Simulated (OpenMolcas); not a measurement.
**Br IV: Slater's ratio, worked from levels**

```json
{"Program": "OpenMolcas 26.06", "Basis": "ANO-RCC-VTZP [6s5p3d1f]", "Scalar Hamiltonian": "DKH2, point nucleus", "Active space": "4 electrons in 4 orbitals (4s 4p)", "State averaging": "2S+1 = 3 even, 3 roots; 2S+1 = 1 even, 6 roots; 2S+1 = 5 odd, 1 root; 2S+1 = 3 odd, 9 roots; 2S+1 = 1 odd, 8 roots", "Spin-orbit coupling": "state interaction with AMFI integrals over the reference wave functions, term energies averaged over their components"}
```

Methods: CASSCF; SS-CASPT2, IPEA 0.25 Eh, imaginary shift 0.1 Eh (closed shells correlated: 3d).

**Slater's ratio.** With one set of orbitals, p2 has 1D - 3P = 6 F2 and 1S - 1D = 9 F2 (F2 = F²/25), a ratio of 3/2. Term energies are centres of gravity, weighted by 2J + 1.

```csv
Source,1D - 3P,1S - 3P,F2 from the first,Ratio
CASSCF,14950,28687,2492,0.919
SS-CASPT2,12263,29073,2044,1.371
```

Energies in cm-1. A ratio away from 3/2 shows effects beyond one configuration with one set of orbitals, and in heavier atoms second-order spin-orbit shifts. In CASSCF the valence s occupation is 1.93 in 1S against 1.98 in 1D: mixing out of s² acts most on 1S and pulls it down.

Over all roots computed the reference weight is 0.87 to 0.99 in SS-CASPT2; the roots of lowest weight are the least certain, and an intruder state may touch them. Only configurations of the active space appear.
